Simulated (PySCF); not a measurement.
Species: CH₄BF₃Si.
Structure used (PBE0-D3(BJ)/def2-SVP), in Å, numbered top down from 1:
```xyz
10
CH4BF3Si angstrom
B      1.726   -0.291   -0.671
Si     0.231    0.710    0.226
C     -1.381   -0.358    0.305
F     -1.775   -0.731   -0.924
F     -2.411    0.281    0.873
F     -1.176   -1.484    1.009
H      1.559   -1.368   -1.189
H      2.827    0.202   -0.711
H      0.558    1.094    1.633
H     -0.112    1.943   -0.550
```

The calculation used TDDFT wB97X-D/def2-SVPD, vertical, gas phase, core orbitals frozen in the response in PySCF 2.14.0, density-fitted response routines.

Ground-to-excited transition dipoles (e·a0, same axes as the geometry; the sign carries no meaning), for the states with f of 0.002 or more among the lowest 8:

```csv
state,E (hartree),μx,μy,μz
S1,0.1658,-0.031,0.073,-0.126
S3,0.2380,0.095,-0.046,0.090
S4,0.2587,0.330,-0.436,-0.241
S5,0.2995,0.074,0.270,0.095
S6,0.3187,-0.483,0.199,0.263
S7,0.3322,-0.293,-0.085,0.056
S8,0.3336,-0.033,-0.038,0.086
```

What oscillator strength does each state have?

f = (2/3) ΔE |μ|² with ΔE in hartree (27.2114 eV).

```csv
state,|μ|² (au),|μ| (D),f
S1,0.022,0.38,0.002
S3,0.019,0.35,0.003
S4,0.358,1.52,0.062
S5,0.088,0.75,0.017
S6,0.342,1.49,0.073
S7,0.096,0.79,0.021
S8,0.010,0.25,0.002
```

What angle do the transition dipoles of S5 and S6 make?

|cos θ| = |μa·μb| / (|μa| |μb|) = 0.25, so θ ≈ 76° (taken between 0 and 90°, since the signs are arbitrary).

What peak molar absorption coefficient would the strongest computed level give as a lone Gaussian band 0.4 eV wide at half height?

ε(max) = 2.175×10⁸ f / FWHM, with the width in cm⁻¹. S6: 2.175×10⁸ × 0.0727 / 3226 ≈ 4900 L mol⁻¹ cm⁻¹.

The vertical ionisation energy (ΔSCF) is 11.29 eV, 2.22 eV above S8.

One conformer stands for the species.
